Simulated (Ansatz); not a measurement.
`CON` and `C[O][InH2]` differ in one atom or group.

Ansatz, PBE0-D4/def2-TZVP geometries, multiplicity 1. Each molecule was computed in one conformer, which needn't be the lowest.

Elements past krypton have def2 core potentials.

| property | `CON` |
| --- | --- |
| HOMO–LUMO gap (PBE0/def2-TZVPP) / eV | 8.61 |
| LUMO energy (PBE/def2-TZVPP) / eV | 0.36 |
| HOMO energy (PBE/def2-TZVPP) / eV | -5.82 |
| size of the dipole moment (ωB97M-V/def2-TZVPP) / D | 0.52 |
| HOMO–LUMO gap (PBE/def2-TZVPP) / eV | 6.18 |
| HOMO energy (ωB97M-V/def2-TZVPP) / eV | -9.89 |

Q: Give the same properties after the change, and the shifts. (An estimate is asked.)

A: Computed: 
```
                                          property  `C[O][InH2]`  shift
              HOMO–LUMO gap (PBE0/def2-TZVPP) / eV          5.77  -2.84
                 LUMO energy (PBE/def2-TZVPP) / eV         -2.22  -2.58
                 HOMO energy (PBE/def2-TZVPP) / eV         -5.90  -0.08
size of the dipole moment (ωB97M-V/def2-TZVPP) / D          1.70   1.18
               HOMO–LUMO gap (PBE/def2-TZVPP) / eV          3.68  -2.50
             HOMO energy (ωB97M-V/def2-TZVPP) / eV         -9.68   0.21
```

With PBE0 the HOMO rises by 0.12 eV and the LUMO falls by 2.72 eV, so the gap narrows by about 2.84 eV. PBE moves the HOMO by -0.08 eV and ωB97M-V by 0.21 eV. Dipoles are sizes alone; their direction can turn.
